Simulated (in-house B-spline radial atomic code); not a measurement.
# Nb⁴⁺: [Kr] 4d1

Computed with an all-electron radial atomic-structure program (B-spline basis): non-relativistic r2SCAN, spin-polarised, spherical fractional occupations, point nucleus.

Screening seen three ways: the hydrogenic charge with the same mean radius, Z_r = [3n² - l(l+1)]/(2<r>), the one with the same energy, Z_e = n√(-2ε), and Slater's rules. Values are occupation-weighted means over spin.

```
shell  electrons   ε (eV)  <r> (bohr)    Z_r    Z_e  Slater
   1s          2   -18447     0.03721  40.31  36.82   40.70
   2s          2  -2591.3      0.1628  36.86  27.60   36.85
   2p          6  -2382.1      0.1398  35.77  26.46   36.85
   3s          2   -475.1      0.4536  29.76  17.73   29.75
   3p          6  -394.92        0.45  27.78  16.16   29.75
   3d         10  -249.23      0.4317  24.32  12.84   19.85
   4s          2  -102.12       1.164  20.62  10.96   13.25
   4p          6  -79.162        1.26  18.26   9.65   13.25
   4d          1  -44.046       1.582  13.27   7.20    5.00
```

The least bound orbital is 4d up at -44.05 eV, and it is also the most diffuse (<r> = 1.582 bohr).
